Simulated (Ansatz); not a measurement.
Basis sets compared for [GeH5]- (GeH₅⁻). The state is a singlet with charge -1. Geometry PBE0-D4/def2-TZVPD. Ansatz on 4 threads of Arm Neoverse V1 on a shared host; times are rough, and most runs start from earlier orbitals.

Cartesian coordinates in Å:
```
Ge 0.000 0.000 0.000
H -0.912 -1.075 -0.998
H 0.912 1.074 0.998
H 0.402 0.845 -1.277
H 0.909 -1.209 0.469
H -1.312 0.364 0.808
```

The 6-31G sets use Cartesian d functions. B3LYP takes the VWN-RPA correlation. At PBE-D4/def2-SVPD, PBE-D4/def2-TZVPD, B3LYP-D4/6-31G, B3LYP-D4/def2-TZVPD and others the highest occupied level of the charge -1 singlet lies above zero (up to 1.29 eV). By energy differences its removal costs 1.95 eV (vertical, to the charge 0 doublet, at CCSD(T)/def2-TZVPPD).

| level | functions | energy (Eh) | HOMO (eV) | LUMO (eV) | wall time |
| --- | --- | --- | --- | --- | --- |
| HF/6-31G | 39 | -2077.8026 | -1.85 | 9.65 | 0.15 s |
| PBE-D4/def2-SVPD | 78 | -2079.3467 | 1.29 | 3.78 | 0.4 s |
| B3LYP-D4/6-31G | 39 | -2079.6231 | 0.88 | 6.86 | 0.35 s |
| PBE0-D4/def2-SVPD | 78 | -2079.4072 | 0.29 | 4.37 | 0.45 s |

Task: Estimate the rows for HF/def2-TZVPD, PBE-D4/def2-TZVPD (with forces), B3LYP-D4/def2-TZVPD, PBE0-D4/def2-TZVPD.

Result: 
```tsv
level	functions	energy (Eh)	HOMO (eV)	LUMO (eV)	wall time
HF/def2-TZVPD	99	-2078.1797	-2.35	6.12	0.25 s
PBE-D4/def2-TZVPD (with forces)	99	-2079.6127	1.20	3.66	0.55 s
B3LYP-D4/def2-TZVPD	99	-2080.0048	0.29	4.01	0.6 s
PBE0-D4/def2-TZVPD	99	-2079.6716	0.21	4.28	0.91 s
```
